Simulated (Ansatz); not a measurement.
C$_{3}$H$_{7}$GaS (`C=C(S)[CH2][GaH2]`), relaxed with RKS PBE-D4/def2-SVP in Ansatz from a rough embedded geometry. The force threshold is 0.03 eV/Å; the program also tests the step.

Charge 0, multiplicity 1.

Start:

```xyz
12

C     0.996    1.731   -0.075
C     0.207    0.640   -0.336
S    -1.391    0.893   -1.110
C     0.639   -0.700    0.042
Ga   -0.658   -1.871    0.406
H     2.011    1.506    0.381
H     0.737    2.708   -0.323
H    -1.999    1.094    0.168
H     1.562   -1.020   -0.590
H     0.797   -0.846    1.073
H    -1.079   -2.369   -0.445
H    -1.822   -1.765    0.808
```

Q: How much energy does the relaxation release, and in how many steps? (Best estimate.)

A: Ansatz gave: 843.00 kJ/mol, in 18 steps.

Q: Which bonds change most? (Estimate.)

A: Computed: Ga5–H11 from 1.073 to 1.582 Å; Ga5–H12 from 1.236 to 1.582 Å; C4–Ga5 from 1.784 to 2.042 Å.

Q: Give the relaxed structure. (An estimate is asked.)

A: Computed: 
```xyz
12

C     0.795    1.736    0.288
C     0.400    0.582   -0.282
S    -1.082    0.487   -1.355
C     0.886   -0.807   -0.057
Ga   -0.931   -1.665    0.303
H     1.655    1.729    0.976
H     0.285    2.694    0.111
H    -1.842    1.424   -0.721
H     1.268   -1.269   -0.994
H     1.676   -0.857    0.717
H    -1.389   -2.911   -0.557
H    -1.721   -1.142    1.571
```
